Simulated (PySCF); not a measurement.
In(H)(Cl)(OH) (ClH2InO), SMILES [OH][InH][Cl]. Coordinates come from a B3LYP-D3(BJ)/def2-TZVP optimisation. The def2 effective core potentials stand for the cores of In; spin–orbit coupling is left out. Other conformers were not sampled.

Computed with B3LYP-D3(BJ)/def2-TZVP (PySCF).

Harmonic wavenumbers (cm⁻¹): 125, 312, 349, 381, 434, 600, 806, 1858, 3821. Rotational constants (GHz): 10.50, 2.760, 2.185; symmetry number 1.

Q: Work out the zero-point energy and the ideal-gas rigid-rotor harmonic-oscillator thermochemistry at 298.15 K and 1 atm.

A: ZPE = ½ Σ hcν = ½ × 8686 cm⁻¹ = 12.42 kcal/mol. H − E(el) = 16.23 kcal/mol. Entropy in cal/(mol K): translation 41.27, rotation 26.03, vibration 8.08, total 75.38. G − E(el) = -6.25 kcal/mol. Cp = 17.70 cal/(mol K). Modes under 150 cm⁻¹ make the vibrational entropy uncertain.
